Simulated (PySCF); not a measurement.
BeH₂, SMILES [BeH2]. Coordinates come from a PBE0-D3(BJ)/def2-TZVPD optimisation. The isomer is the one that the SMILES or the coordinates give; other isomers of the formula were not compared.

Computed equilibrium geometry at PBE0-D3(BJ)/def2-TZVPD (PySCF confirms it by a frequency run) as Cartesian coordinates in Å, and its point group:
point group D∞h.
```xyz
3

Be     0.0000     0.0000     0.0000
H      0.0000     0.0000    -1.3362
H      0.0000     0.0000     1.3362
```
